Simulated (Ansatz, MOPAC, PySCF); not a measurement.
Complex: HCl (SMILES Cl) (first 2 atoms) with Cl2 (SMILES ClCl); geometry from B3LYP-D3(BJ)/def2-TZVP, rigid monomers moved along the line of their centres of mass till Cl1···Cl4 is 4.48 Å.
(charge 0, multiplicity 1):
```xyz
4

Cl     0.42444    -0.56667    -0.33205
H      0.01093     0.62974    -0.54127
Cl    -0.32132     0.81498     5.97469
Cl    -0.05521     0.28518     4.04132
```

Counterpoise-corrected where a basis set is named; no monomer relaxation. Rows marked so take none.

Rows in 6-31G* carry no dispersion term and start afresh at each structure (6-31G* with six Cartesian d functions). MP2/6-31G* freezes PySCF's default core. The state that PM6 reach isn't checked.

Run with Ansatz (a quantum-chemistry and plane-wave program); MOPAC for PM6 (differences of heats of formation); PySCF for 6-31G* rows. 

Estimate the interaction energy that PM6 returns for this input.

-7 meV
